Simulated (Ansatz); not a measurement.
Computed with Ansatz on PBE0-D4/def2-TZVP structures; ΔE is electronic, products minus reactants. CCSD(T)/CBS is the MP2 limit (def2-TZVPP, def2-QZVPP) plus CCSD(T) − MP2 in def2-TZVPP, frozen cores. DFT in def2-TZVPP. HSE06 is defined as in plane-wave codes. For Ge outer-core shells are correlated without core-valence functions, which leaves a few kJ/mol of doubt a bond. Scalar relativity is left out up to krypton. One conformer a species, not always the lowest.

Reaction (substitution at a C–Al bond): `C#[C][AlH][GeH3]` + `[CH3][AlH][OH]` → `C#C[O][AlH][CH3]` + `[AlH2][GeH3]`

Q: Is it downhill or uphill in electronic energy at CCSD(T)/CBS, and by how much? (An estimate is asked.)

A: Computed: Uphill: ΔE = +152.0 kJ/mol.

Q: What do these levels give: r2SCAN0-D4, r2SCANh, HSE06, CAM-B3LYP, HF/def2-TZVPP, CCSD/def2-TZVPP? (Estimate.)

A: Ansatz gave: r2SCAN0-D4 135.1, r2SCANh 136.1, HSE06 128.5, CAM-B3LYP 131.3, HF/def2-TZVPP 135.5, CCSD/def2-TZVPP 147.7 kJ/mol.

Largest T1 diagnostic among the species: 0.013.

At CCSD(T), def2-SVP lies −27.6 kJ/mol from the extrapolated value and def2-TZVPP −2.8 kJ/mol. In def2-TZVPP, CCSD(T) changes the Hartree–Fock value by +13.6 kJ/mol (the triples alone add +1.4 kJ/mol) and MP2 by +19.6 kJ/mol.
